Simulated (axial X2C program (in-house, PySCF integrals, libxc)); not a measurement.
## Nuclear properties of GeOH⁺

Computed with an axial X2C code built on PySCF integrals: two-component X2C with atomic mean-field Coulomb and Gaunt terms, Gaussian nuclei, basis Ge dyall-v3z, O dyall-av3z, H dyall-v3z with contracted cores.

Ge–O–H held linear, with bonds 1.664 and 0.965 Å (near the PBE0 minimum at charge 1 of the determinant lowest at the starting distance; the state shown can have its own minimum elsewhere, held linear; other orders of the atoms were not compared).

Input and command:
```json
{"zs": [32, 8, 1], "q": 1, "bas": ["dyall-v3z", "dyall-av3z", "dyall-v3z"], "r0": [1.84, 0.96], "symm": 0, "scan": ["PBE0", "HF", "B3LYP"], "levels": ["PBE0", "HF", "B3LYP"], "nst": 2}
```
```bash
python solin.py task.json out
```

Keys: zs atomic numbers; q charge; bas basis sets; r0 starting distance in Å; symm equal bonds; scan levels of the two-bond scan; levels methods; nst determinants followed.

Determinant lowest in the PBE0 search, Ω = 0 (closed shell), highest spinor 78% O p, 9% Ge p, 5% H p:

| level | qzz Ge (a.u.) | qzz O (a.u.) | qzz H (a.u.) |
| --- | --- | --- | --- |
| PBE0 | -3.77 | 1.27 | 0.45 |
| HF | -4.37 | 1.35 | 0.44 |
| B3LYP | -3.69 | 1.26 | 0.44 |

qzz is the electric field gradient, eQq0 = 234.96 MHz × Q/barn × qzz. The operators were transformed with the bare-nucleus X2C matrices; with these basis sets, hyperfine constants and field gradients can be off by tens of per cent, and where levels differ in sign neither size nor sign is settled.

(1) With Q(73Ge) = -0.196 barn, Q(17O) = -0.02558 barn (Q from Pyykkö, Mol. Phys. 2018), turn the PBE0 values of the first state into constants in MHz.

The molecule was held linear; bending was not examined, so a bent shape may lie lower.

Each state is one determinant with collinear spin. The search compared states at one distance, so a state with another bond length can lie lower.

Answers

(1) eQq0(73Ge) = 234.96 × (-0.196) × (-3.77) = 174 MHz; eQq0(17O) = 234.96 × (-0.02558) × (1.27) = -7.63 MHz.
